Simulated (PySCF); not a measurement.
**Computed properties of H2O5Os, SMILES [O]=[Os](=[O])(=[O])([OH])[OH], multiplicity 1**

Os(O)3(OH)2 (H2O5Os), SMILES [OH][Os](=[O])(=[O])(=[O])[OH], multiplicity 1. Geometry optimised at B3LYP-D3(BJ)/def2-SVP. The multiplicity is an assumed one; other spin states were not compared. The def2 effective core potentials stand for the cores of Os; spin–orbit coupling is left out. One conformer was computed; it need not be the lowest. All values are computed for the isolated molecule unless a solvent is named; none is compared with measurement here.

**Structure.** The optimised structure has C2 symmetry. All 18 harmonic modes at B3LYP-D3(BJ)/def2-SVP (PySCF) are real, so it is a minimum. With heavy atoms numbered as in [Os:1](=[O:2])(=[O:3])(=[O:4])([OH:5])[OH:7], the shortest bond between them is Os1–O4 at 1.701 Å and the longest Os1–O7 at 1.932 Å.

**Vibrations.** The strongest infrared lines (harmonic, unscaled, degenerate partners summed) lie at 3766 cm⁻¹ (252 km/mol, H 94 %), 989 cm⁻¹ (202 km/mol, H 71 %, O 24 %), 545 cm⁻¹ (194 km/mol, H 79 %, O 21 %). The softest mode is at 101 cm⁻¹ and the zero-point energy is 23.9 kcal/mol.

**Electronic structure.** M06-2X/def2-TZVP (PySCF) places the frontier levels at -11.00 and -4.35 eV, a gap of 6.65 eV, and gives a dipole moment of 0.04 D and a mean polarisability of 60.2 bohr³. PBE/def2-TZVP (PySCF) at the same geometry gives -8.16 and -5.58 eV, so its gap is 4.07 eV narrower. An orbital gap is neither the optical nor the fundamental gap.

**Excitations.** TDA-CAM-B3LYP/def2-SVPD (PySCF) has S1 at 2.80 eV (442 nm, f = 0.000, dark); the most intense of the 10 singlets computed lies at 3.80 eV (f = 0.03). T1 (TDA) is at 1.50 eV, 1.30 eV under S1. TDA-PBE/def2-SVPD (PySCF) puts S1 at 2.63 eV.
